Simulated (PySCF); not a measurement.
5-thiophen-2-ylpyrimidine (C8H6N2S), SMILES c1ccsc1-c1cncnc1.

Coordinates come from a r2SCAN-D4/def2-SVP optimisation. Other conformers were not sampled.

Two levels are set side by side: TDA-PBE/def2-SVP (PySCF) and TDA-ωB97X/def2-SVP (PySCF). Vertical, same geometry. The lowest singlet is HOMO→LUMO 82 %, HOMO−1→LUMO 18 % with PBE and HOMO−1→LUMO+1 82 % with the other functional; states are paired by order. Differences are taken from unrounded values.

```tsv
quantity	TDA-PBE
lowest singlet excitation (eV)	3.21
lowest triplet excitation (TDA) (eV)	2.88
first bright state (f over 0.05) (eV)	4.26
its oscillator strength	0.32
```

Question: These are the TDA-PBE values. What does TDA-ωB97X give? (An estimate is asked for; the answer gives what the named calculation found.)

Answer: 
```tsv
quantity	TDA-ωB97X	TDA-PBE minus TDA-ωB97X
lowest singlet excitation (eV)	4.65	-1.44
lowest triplet excitation (TDA) (eV)	3.14	-0.26
first bright state (f over 0.05) (eV)	5.01	-0.75
its oscillator strength	0.55	-0.22
```

A lower first singlet is the usual sign of a functional without exact exchange. Differences between two approximate levels are no errors against the true value.

Rough cost on one machine, each run with all the roots and properties that it gave: TDA-ωB97X against TDA-PBE about 3 times.
